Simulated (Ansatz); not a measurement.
Input and output for CH3BF2GeO (`FB(F)[CH]1[O][GeH2]1`).

```yaml
crystal:
  periodic: [false, false, false]
  atoms:
    - {symbol: F, position_ang: [-0.555107, 0.260470, 2.648847]}
    - {symbol: B, position_ang: [0.321442, 0.335611, 1.494519]}
    - {symbol: F, position_ang: [1.417741, 1.351397, 1.438183]}
    - {symbol: C, position_ang: [0.084766, -0.653508, 0.518931]}
    - {symbol: O, position_ang: [1.278105, -0.679251, -0.896783]}
    - {symbol: Ge, position_ang: [-0.346212, -0.078153, -1.622183]}
    - {symbol: H, position_ang: [-0.430266, -1.594340, 0.760324]}
    - {symbol: H, position_ang: [-1.342445, -0.666842, -2.333161]}
    - {symbol: H, position_ang: [-0.291705, 1.474961, -1.564890]}
basis:
  gaussian: {orbitals: aug-cc-pVDZ}
hamiltonian: {xc: {name: B97M-V}}
```

```sh
$ ansatz run in.yaml --threads 4 --pin off --events-out ev --progress --plain --max-ram 10444MiB
```

Shortened log:

```
Functional definition: B97M-V
1593 factors; their error is unknown
mean field evaluation 1: about -65737.9584 eV, gradient 6.5e1 eV
mean field evaluation 2: about -65682.2549 eV, gradient 1.5e2 eV
mean field evaluation 4: about -65745.8182 eV, gradient 3.1e1 eV
mean field evaluation 8: about -65747.9425 eV, gradient 2.8e-1 eV
mean field evaluation 16: about -65747.8876 eV, gradient 3.0e-4 eV
mean field -65747.88763554 eV, -2416.1903050873 hartree, gradient 6.7e-5 eV, S^2 0.000000; 0 other end points of the search recorded, 0 dependent functions left out
reference -65747.88773515 eV, -2416.1903087478 hartree; 36, 36 occupied and 142, 142 virtual orbitals, 1593 factors
Total energy: -65747.88773515 eV, -2416.1903087478 hartree
```

Hardware: 4 threads of an INTEL XEON PLATINUM 8581C on a shared host. Wall time 4.7 s, peak host memory 0.38 GiB.
